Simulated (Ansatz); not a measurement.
Cost and result for the atomization energy of C10H22S, SMILES `CCCCCCCCCCS` (33 atoms, 32 bonds).

```xyz
33

C     4.409    0.070   -1.994
C     3.403   -1.067   -1.970
C     2.336   -0.896   -0.901
C     1.327   -2.034   -0.877
C     0.293   -1.938    0.237
C    -0.648   -0.749    0.122
C    -1.708   -0.730    1.212
C    -2.728    0.393    1.086
C    -2.135    1.785    1.248
C    -3.156    2.906    1.159
S    -4.335    2.796    2.542
H     4.928    0.156   -1.035
H     5.165   -0.077   -2.768
H     3.917    1.027   -2.187
H     3.925   -2.018   -1.808
H     2.919   -1.152   -2.950
H     2.817   -0.819    0.083
H     1.823    0.059   -1.062
H     1.869   -2.981   -0.777
H     0.812   -2.081   -1.845
H     0.807   -1.898    1.206
H    -0.303   -2.857    0.251
H    -1.140   -0.772   -0.860
H    -0.070    0.180    0.152
H    -2.238   -1.690    1.204
H    -1.219   -0.666    2.192
H    -3.227    0.326    0.111
H    -3.513    0.247    1.835
H    -1.608    1.851    2.207
H    -1.387    1.963    0.469
H    -3.704    2.845    0.215
H    -2.655    3.873    1.208
H    -4.979    3.946    2.293
```

Total charge 0; spin multiplicity 1. The geometry is a stationary point of PBE0-D4/def2-TZVP. It is one conformer, not always the lowest. Program: Ansatz. All runs use 11 threads of an AMD EPYC 7R13 on a shared host and a whole NVIDIA H100 80 GB. Times are those of one run each, without the atoms' runs, and a repeat can differ threefold. Electronic energies, without spin–orbit coupling; frozen cores. CCSD(T)/CBS adds CCSD(T) − MP2 in def2-TZVPP to the MP2 limit, and its time is that of the two runs behind it. T1 = 0.009. B3LYP takes the VWN-RPA correlation (the form of Gaussian; ORCA's B3LYP/G). HSE06 is the plane-wave form, built on full-range PBE exchange.

CCSD(T)/CBS is a level of theory with its own doubt, some kJ/mol a heavy atom from the limit and from the frozen cores, so smaller differences don't rank the functionals.

| level | functions | wall time |
| --- | --- | --- |
| LDA (SPW92)/def2-TZVPP | 660 | 2.6 s |
| PBE0-D4/def2-TZVPP | 660 | 2.6 s |
| BLYP-D4/def2-TZVPP | 660 | 3.4 s |
| r2SCAN-D4/def2-TZVPP (with forces) | 660 | 3.4 s |
| revPBE-D4/def2-TZVPP | 660 | 3.9 s |
| HSE06-D4/def2-TZVPP | 660 | 4.8 s |
| r2SCANh-D4/def2-TZVPP | 660 | 5.5 s |
| CCSD(T)/def2-SVP | 268 | 6 s |
| ωB97M-V/def2-TZVPP (with forces) | 660 | 8 s |
| MP2/def2-QZVPP | 1300 | 8 s |
| B3LYP-D4/def2-TZVPP (with forces) | 660 | 8.5 s |
| CCSD(T)/def2-TZVPP | 660 | 100 s |
| CCSD(T)/CBS(def2) | – | 110 s |

(1) What atomization energy does each give, and how far from CCSD(T)/CBS? (An estimate is asked.)

Answers

(1) The calculation gave: 
```csv
level,atomization (kJ/mol),difference from CCSD(T)/CBS,per bond
LDA (SPW92)/def2-TZVPP,14823.9,1754.3,54.8
PBE0-D4/def2-TZVPP,13175.1,105.5,3.3
BLYP-D4/def2-TZVPP,12979.5,-90.1,-2.8
r2SCAN-D4/def2-TZVPP (with forces),13098.8,29.2,0.9
revPBE-D4/def2-TZVPP,13038.8,-30.8,-1.0
HSE06-D4/def2-TZVPP,13181.9,112.3,3.5
r2SCANh-D4/def2-TZVPP,13058.4,-11.2,-0.3
CCSD(T)/def2-SVP,12588.9,-480.7,-15.0
ωB97M-V/def2-TZVPP (with forces),13110.6,41.0,1.3
MP2/def2-QZVPP,13072.9,3.3,0.1
B3LYP-D4/def2-TZVPP (with forces),13069.9,0.3,0.0
CCSD(T)/def2-TZVPP,12796.7,-272.9,-8.5
CCSD(T)/CBS(def2),13069.6,0.0,0.0
```

From BLYP to BHLYP (50 % exact exchange), in def2-TZVPP and without D4, the atomization energy moves by −95.5 kJ/mol: exact exchange takes away binding that semilocal exchange gives to molecules. The D4 term adds +116.5 kJ/mol with B3LYP and +63.2 kJ/mol with PBE0; it sums over pairs of atoms, weighted by their polarisabilities, and B3LYP, whose exchange is more repulsive, gets the larger term. At CCSD(T), def2-SVP lies −480.7 kJ/mol from the extrapolated value and def2-TZVPP −272.9 kJ/mol: correlation converges slowly with the basis, and small sets miss more of it in the bonded molecule than in its fragments.
